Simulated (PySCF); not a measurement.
Rows and methods have been separated. Pair them.

C6H14O.
SMILES: `CCOC(C)(C)C`

The closed-shell ground state was solved 4 times with PySCF (density fitting, gas phase), always in the pcSseg-1 basis (189 functions), with these functionals: B97-2, BP86, CAM-B3LYP and LC-wPBE. Isolated species at its PBE0-D3(BJ)/def2-SVP geometry (one conformer only).

```json
{"row": "P", "total energy (Eh)": "-312.1405", "HOMO (eV)": "-6.90", "LUMO (eV)": "1.42", "dipole (D)": "1.19"}
{"row": "Q", "total energy (Eh)": "-312.2482", "HOMO (eV)": "-5.71", "LUMO (eV)": "0.62", "dipole (D)": "1.11"}
{"row": "R", "total energy (Eh)": "-312.0875", "HOMO (eV)": "-8.61", "LUMO (eV)": "2.22", "dipole (D)": "1.23"}
{"row": "S", "total energy (Eh)": "-312.0735", "HOMO (eV)": "-9.91", "LUMO (eV)": "3.58", "dipole (D)": "1.26"}
```

Question: Which functional belongs to which row?

Answer: P = B97-2, Q = BP86, R = CAM-B3LYP, S = LC-wPBE. By rising HOMO–LUMO gap: BP86 (GGA) 6.33 eV; B97-2 (global hybrid, 21 % exact exchange) 8.32 eV; CAM-B3LYP (range-separated hybrid) 10.83 eV; LC-wPBE (range-separated hybrid) 13.49 eV. Total energies of different functionals aren't bounds to one another; each is stationary for its own functional.

Conformer computed: `[CH3:1][CH2:2][O:3][C:4]([CH3:5])([CH3:6])[CH3:7]`: C1–C2–O3–C4 180°, C2–O3–C4–C5 180°.
